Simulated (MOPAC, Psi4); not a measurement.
Intermolecular potential of CS2 ··· H2Se (SMILES S=C=S and [SeH2]). Monomers: optimised at B3LYP-D3(BJ) (def2-TZVP), held rigid. Orientation: lowest of the rigid-body minima from ten starts at GFN2-xTB. The monomers approach along the line of their centres of mass (distance R); nothing else relaxes.

Geometry at R = 3.50 Å (first 3 atoms: monomer A):
```
6

S      1.5522    -0.0414     0.0000
C      0.0000     0.0000     0.0000
S     -1.5522     0.0414     0.0000
Se     0.4282     0.1246     3.4474
H      1.8926     0.0925     3.5763
H      0.2677     0.1828     4.9079
```

PBE-D3(BJ)/def2-TZVP, counterpoise-corrected (Psi4); HF/aug-cc-pVDZ, counterpoise-corrected (Psi4); MP2/aug-cc-pVDZ = DF-MP2/aug-cc-pVDZ, frozen core, counterpoise-corrected (Psi4); PM6, restricted, heats of formation (MOPAC); SCS-MP2/aug-cc-pVDZ = DF-SCS-MP2/aug-cc-pVDZ, frozen core, counterpoise-corrected in Psi4.

Interaction energies in kcal/mol (negative: bound); R is the distance of the centres of mass, d the C2···Se4 distance.

```json
[
 {"R / Å": "2.87", "d / Å": "2.85", "PBE-D3(BJ)/def2-TZVP": "5.78", "HF/aug-cc-pVDZ": "15.48", "MP2/aug-cc-pVDZ": "7.08", "PM6": "18.97", "SCS-MP2/aug-cc-pVDZ": "9.05"},
 {"R / Å": "3.06", "d / Å": "3.04", "PBE-D3(BJ)/def2-TZVP": "1.78", "HF/aug-cc-pVDZ": "8.79", "MP2/aug-cc-pVDZ": "2.26", "PM6": "12.24", "SCS-MP2/aug-cc-pVDZ": "3.78"},
 {"R / Å": "3.28", "d / Å": "3.26", "PBE-D3(BJ)/def2-TZVP": "-0.46", "HF/aug-cc-pVDZ": "4.46", "MP2/aug-cc-pVDZ": "-0.40", "PM6": "6.76", "SCS-MP2/aug-cc-pVDZ": "0.73"},
 {"R / Å": "3.50", "d / Å": "3.48", "PBE-D3(BJ)/def2-TZVP": "-1.35", "HF/aug-cc-pVDZ": "2.21", "MP2/aug-cc-pVDZ": "-1.40", "PM6": "3.28", "SCS-MP2/aug-cc-pVDZ": "-0.57"},
 {"R / Å": "3.71", "d / Å": "3.69", "PBE-D3(BJ)/def2-TZVP": "-1.57", "HF/aug-cc-pVDZ": "1.10", "MP2/aug-cc-pVDZ": "-1.61", "PM6": "1.37", "SCS-MP2/aug-cc-pVDZ": "-0.98"},
 {"R / Å": "3.93", "d / Å": "3.91", "PBE-D3(BJ)/def2-TZVP": "-1.49", "HF/aug-cc-pVDZ": "0.52", "MP2/aug-cc-pVDZ": "-1.49", "PM6": "0.38", "SCS-MP2/aug-cc-pVDZ": "-1.03"},
 {"R / Å": "4.22", "d / Å": "4.20", "PBE-D3(BJ)/def2-TZVP": "-1.22", "HF/aug-cc-pVDZ": "0.19", "MP2/aug-cc-pVDZ": "-1.18", "PM6": "-0.08", "SCS-MP2/aug-cc-pVDZ": "-0.86"},
 {"R / Å": "4.54", "d / Å": "4.52", "PBE-D3(BJ)/def2-TZVP": "-0.90", "HF/aug-cc-pVDZ": "0.06", "MP2/aug-cc-pVDZ": "-0.84", "PM6": "-0.13", "SCS-MP2/aug-cc-pVDZ": "-0.63"},
 {"R / Å": "5.03", "d / Å": "5.01", "PBE-D3(BJ)/def2-TZVP": "-0.51", "HF/aug-cc-pVDZ": "0.02", "MP2/aug-cc-pVDZ": "-0.48", "PM6": "-0.06", "SCS-MP2/aug-cc-pVDZ": "-0.36"},
 {"R / Å": "5.72", "d / Å": "5.70", "PBE-D3(BJ)/def2-TZVP": "-0.22", "HF/aug-cc-pVDZ": "0.01", "MP2/aug-cc-pVDZ": "-0.22", "PM6": "-0.01", "SCS-MP2/aug-cc-pVDZ": "-0.17"},
 {"R / Å": "6.69", "d / Å": "6.67", "PBE-D3(BJ)/def2-TZVP": "-0.07", "HF/aug-cc-pVDZ": "0.01", "MP2/aug-cc-pVDZ": "-0.08", "PM6": "0.01", "SCS-MP2/aug-cc-pVDZ": "-0.06"},
 {"R / Å": "8.00", "d / Å": "7.98", "PBE-D3(BJ)/def2-TZVP": "-0.02", "HF/aug-cc-pVDZ": "0.01", "MP2/aug-cc-pVDZ": "-0.03", "PM6": "0.02", "SCS-MP2/aug-cc-pVDZ": "-0.02"}
]
```

Lowest grid point: PBE-D3(BJ)/def2-TZVP -1.57 kcal/mol at R = 3.71 Å; HF/aug-cc-pVDZ 0.01 kcal/mol at R = 8.00 Å; MP2/aug-cc-pVDZ -1.61 kcal/mol at R = 3.71 Å; PM6 -0.13 kcal/mol at R = 4.54 Å; SCS-MP2/aug-cc-pVDZ -1.03 kcal/mol at R = 3.93 Å.
